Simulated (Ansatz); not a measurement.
Ansatz results at the PBE0-D4/def2-TZVP geometry: LUMO energy (PBE0/def2-TZVPP) -1.01 eV; size of the dipole moment (ωB97M-V/def2-TZVPP) 5.28 D; HOMO energy (B3LYP/def2-TZVPP) -6.61 eV.

Each molecule was computed in one conformer, which needn't be the lowest.

Task: Which molecule gave them?
A. `COC1(O)BC1`
B. `CN[SiH](C)O`
C. `N[SiH2]S[SiH3]`
D. `B/C=C(/O)OC`

Result: D. The others give `CN[SiH](C)O`: 0.91, 1.76, -6.53; `COC1(O)BC1`: -1.60, 0.42, -6.71; `N[SiH2]S[SiH3]`: 0.07, 1.31, -7.01.

B3LYP here is the variant with VWN-RPA as its local correlation; programs differ in this.
